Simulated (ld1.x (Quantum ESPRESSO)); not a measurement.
## What the settings do to the TM potential of rhenium (Re)

Base potential:

rhenium, norm-conserving Troullier–Martins (Kleinman–Bylander form), made with ld1.x (Quantum ESPRESSO) 7.5 (Wu–Cohen, scalar-relativistic). Core [Kr] 4d10 4f14 5s2, reference 5p6 5d5 6s2 6p0. Waves: 6s (bound): rc 2.70 bohr; 5p (bound): rc 1.05 bohr; 5d (bound): rc 1.85 bohr. Local part: the d channel. Core correction: none.

All-electron outer shells of the reference configuration (Wu–Cohen, scalar-relativistic, ld1.x):

| shell | level (eV) | outermost node (bohr) | outermost maximum (bohr) |
| --- | --- | --- | --- |
| 5s | -85.28 | 0.52 | 0.93 |
| 5p | -47.02 | 0.56 | 1.06 |
| 4f | -42.33 | – | 0.41 |
| 6s | -5.99 | 1.24 | 2.57 |
| 5d | -5.39 | 0.62 | 1.43 |
| 6p | -1.27 | 1.48 | 3.56 |

Cutoffs, loose and tight: the cutoffs (Ry, on a coarse ladder) from which the occupation-weighted sum of valence levels, in a spherical-Bessel basis at the reference potential, stays within 10 and 1 mRy of its value at 400 Ry. They do not see the model core or the augmentation charge, which bear on the density cutoff. Test errors are all-electron minus pseudo excitation energies from the reference, over the configurations 5p6 5d5 6s1 6p0; 5p6 5d5 6s0 6p0; 5p6 5d4 6s0 6p0; 5p6 5d5 6s0 6p2; 5p6 5d6 6s1 6p0; 5p6 5d4 6s2 6p0; 5p6 5d5 6s1.5 6p0. A dash means not determined; rows that change the core or the reference have their own tests. The largest error is taken over the tests solved by every variant that gives reliable tests at all: 5p6 5d4 6s0 6p0; 5p6 5d5 6s0 6p0; 5p6 5d5 6s1 6p0; 5p6 5d5 6s1.5 6p0.

A true bound ghost makes a file unfit for plane-wave use even where its test errors are small: the radial tests pick states by their node count and pass the ghost by. Where a test does run into it, the solver fails or the error is huge.

Cutoffs are not given where the Bessel-basis levels miss the radial ones by over 6 mRy, ghosts where they miss by over 20 mRy; a channel whose overlap is not positive is not tested.

```csv
change,outcome,"cutoff, loose","cutoff, tight",bound ghosts,largest test error (meV)
base,generated,110 Ry,200 Ry,"p, s",-45
"all radii scaled by about 1.24 (s 3.34, p 1.30, d 2.28 bohr)",generated,35 Ry,140 Ry,"p, s",-99
"all radii scaled by about 1.35 (s 3.64, p 1.42, d 2.50 bohr)",generated,80 Ry,110 Ry,s,-225
```

(1) What comes out with this change to the base: all radii scaled by about 0.74 (s 2.00, p 0.78, d 1.38 bohr)?

(2) What comes out with this change to the base: all radii scaled by about 1.15 (s 3.10, p 1.20, d 2.12 bohr)?

Results:

(1) outcome: generated; bound ghosts: s; largest test error (meV): -28.

(2) outcome: generated; cutoff, loose: 110 Ry; cutoff, tight: 160 Ry; bound ghosts: p, s; largest test error (meV): -53.

Reading the sweep of the scale of all radii (base = 1) (base included, trends over the rows without a ghost): Bound ghosts are found at 0.74, 1, 1.15, 1.24, 1.35. Every judged row has one, so this setting neither creates nor removes them.
